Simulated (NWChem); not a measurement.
System: C2H6ClFSi; SMILES C[Si](C)(F)Cl

Problem. Give the equilibrium geometry at B3LYP/6-31G* (spherical d) (NWChem) as a Z-matrix, with the point group.

Solution. point group Cs; any orientation.
```
Si
F 1 1.6179
C 1 1.8658 2 108.67
H 3 1.0950 1 110.86 2 58.01
H 3 1.0956 4 108.11 1 -121.93
H 3 1.0966 4 108.09 5 -116.82
C 1 1.8658 2 108.67 3 -125.91
H 7 1.0950 1 110.86 2 -58.01
H 7 1.0956 8 108.11 1 121.93
H 7 1.0966 8 108.09 9 116.82
Cl 1 2.0833 2 106.61 3 117.04
```
